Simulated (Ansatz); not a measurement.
Stepwise reaction of `[O]=[V]([OH])([OH])[OH]` with hydrogen fluoride, as a gas-phase model of exchange steps in deposition or etching. ΔE in kJ/mol; ΔG adds harmonic PBE0-D4 terms to CCSD(T)/CBS, at 1 bar.

Gas-phase electronic energies from Ansatz, PBE0-D4/def2-TZVP geometries. CCSD(T)/CBS adds triple-zeta CCSD(T) − MP2 to the extrapolated MP2 energy (def2 sets, frozen cores). This one scheme is used for every species. Functionals use def2-TZVPP. B3LYP here is the variant with VWN-RPA as its local correlation; programs differ in this. For V outer-core shells are correlated without core-valence functions, which leaves a few kJ/mol of doubt a bond. Scalar relativity is left out up to krypton. One conformer a species, not always the lowest.

```json
{"step": "1", "reaction": "`[O]=[V]([OH])([OH])[OH]` + H–F → `[O]=[V]([OH])([OH])[F]` + H₂O", "PBE-D4": "-35.2", "B3LYP-D4": "-34.0", "ωB97M-V": "-34.6", "CCSD(T)/CBS": "-25.3", "ΔG(500 K)": "-30.1"}
{"step": "3", "reaction": "`[O]=[V]([OH])([F])[F]` + H–F → `[O]=[V]([F])([F])[F]` + H₂O", "PBE-D4": "-18.0", "B3LYP-D4": "-15.9", "ωB97M-V": "-17.5", "CCSD(T)/CBS": "-8.5", "ΔG(500 K)": "-6.5"}
```

**Question.** Give the row of step 2, `[O]=[V]([OH])([OH])[F]` + H–F → `[O]=[V]([OH])([F])[F]` + H₂O. (An estimate is asked.)

**Answer.** The calculation gave: 
| step | reaction | PBE-D4 | B3LYP-D4 | ωB97M-V | CCSD(T)/CBS | ΔG(500 K) |
| --- | --- | --- | --- | --- | --- | --- |
| 2 | `[O]=[V]([OH])([OH])[F]` + H–F → `[O]=[V]([OH])([F])[F]` + H₂O | -27.1 | -25.5 | -26.6 | -17.7 | -19.3 |

**Question.** By hand: ΔE of the 3 steps together at CCSD(T)/CBS.

**Answer.** (-25.3) + (-17.7) + (-8.5) = -51.5 kJ/mol, or -17.2 kJ/mol a step.

In ΔE each step is higher than the one before. All are downhill at CCSD(T)/CBS. ΔG lies between -30.1 and -6.5 kJ/mol a step. PBE-D4 differs from CCSD(T)/CBS by -9.9 to -9.4 kJ/mol a step. Isolated molecules leave out the surface, adducts and barriers. Largest T1 diagnostic: 0.032.
